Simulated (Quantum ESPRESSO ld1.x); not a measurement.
Values are calculated unless marked as measured or tabulated.
Ionisation of the indium ion In2+, [Kr] 4d10 5s1, to In3+, [Kr] 4d10, under several functionals. Scalar-relativistic Kohn-Sham, spin-polarised, spherical densities, point nucleus; open shells are filled with parallel spins first; ld1.x of Quantum ESPRESSO 7.5.

| functional | E(In2+) (hartree) | Exc (hartree) | IE (eV) | -e(HOMO) (eV) | <r> HOMO (bohr) | IE error (eV) |
|---|---|---|---|---|---|---|
| LDA (Slater exchange, VWN5 correlation) | -5875.5485 | -153.8203 | 28.982 | 24.547 | 2.319 | +0.938 |
| LDA (Slater exchange, Perdew-Zunger correlation) | -5875.5260 | -153.7972 | 28.964 | 24.519 | 2.319 | +0.920 |
| LDA (Slater exchange, Perdew-Wang correlation) | -5875.5282 | -153.7996 | 28.976 | 24.539 | 2.319 | +0.932 |
| exchange-only LDA | -5870.9474 | -149.1593 | 27.900 | 23.549 | 2.348 | -0.144 |
| LDA (Slater exchange, Perdew-Zunger correlation) + SIC | -5886.0518 | -164.4603 | 29.002 | 28.121 | 2.328 | +0.958 |
| LDA (Slater exchange, Perdew-Wang correlation) + SIC | -5886.0660 | -164.4748 | 28.971 | 28.145 | 2.328 | +0.927 |

NIST Atomic Spectra Database: 28.044 eV (measured). Closest: exchange-only LDA. The Delta-SCF values span 1.10 eV, the total energies 15.12 hartree. The highest occupied level is 5s.
